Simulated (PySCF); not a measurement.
# Reading the logs of faulty runs: BGeH4NO

All numbers below are calculated, not measured. They come from PySCF 2.14.0, an open-source quantum chemistry program, on an isolated molecule that a program drew, which may never have been made. The molecule is BGeH4NO (charge 0, singlet), drawn as the SMILES string `[NH2][Ge][BH]O`.

Each row is a Hartree-Fock (HF) and frozen-core CCSD(T) single point in the cc-pVDZ basis, meant for a local HF minimum. Run 1 is clean. Each other run has one planted mistake out of seven kinds, and not every kind appears here: one electron removed, one electron added, multiplicity raised by two, geometry at a saddle point, minimal basis STO-3G, one bond length entered in bohr, all coordinates scaled. The reference is restricted for singlets and unrestricted otherwise, and also for a bond in bohr. Adding or removing an electron swaps singlet and doublet. Electrons count all cores. HOMO and LUMO are orbital energies over both spins, the gradient is its largest component, and the lowest frequency (negative if imaginary) is given only where the gradient is small. Bond lengths are over the 7 bonds as drawn. T1 is the CCSD diagnostic: over 0.02 (restricted) or 0.045 (unrestricted) a single reference is doubtful. Germanium has the cc-pVDZ-PP basis, with a core potential (ECP10MDF) in place of its 10 inner electrons, and its 3s, 3p and 3d shells are frozen in CCSD(T).

Geometry of the clean run:
```xyz
8
BGeH4NO, angstrom
N     0.1540   -0.2330   -0.1520
Ge    1.8973   -0.6633    0.1839
B     2.1408   -1.7751   -1.6619
O     1.2132   -2.6629   -2.0915
H    -0.3506   -0.3770   -1.0074
H    -0.3741    0.3370    0.4826
H     3.1022   -1.6653   -2.3825
H     0.4610   -2.7409   -1.5235
```

```
run  electrons  basis functions  <S^2>  HOMO (eV)  LUMO (eV)  gradient (hartree/bohr)  lowest frequency (cm^-1)  mean bond (Å)  longest bond (Å)      T1  HF (hartree)  CCSD(T) (hartree)                          mistake
  1         56               85  0.000      -8.03       1.23                  1.3e-05                        77         1.3583             2.169  0.0198    -449.73774         -450.31315                         no fault
  2         56               85  2.022      -6.45       0.29                  2.5e-02                         -         1.3583             2.169  0.0260    -449.68795         -450.24570       multiplicity raised by two
  3         56               85  0.784      -8.23       1.03                  1.6e-02                         -         1.4858             2.169  0.0580    -449.59743         -450.17218  one bond length entered in bohr
  4         56               85  0.000      -7.63       1.70                  1.3e-01                         -         1.2334             1.969  0.0154    -449.65572         -450.21278                                ?
```

**Which mistake was planted in run 4, and what did it cost?**

The mean and the longest bond both change by the same factor, 0.908, and the gradient is no longer small. So the mistake is: all coordinates scaled. Subtracting run 1 and multiplying by 627.51 kcal/mol a hartree, the energy moved by 51.5 kcal/mol in HF and 63.0 kcal/mol in CCSD(T).

Cautions from the logs. Run 3: T1 is over the limit, so its CCSD(T) energy is less reliable.
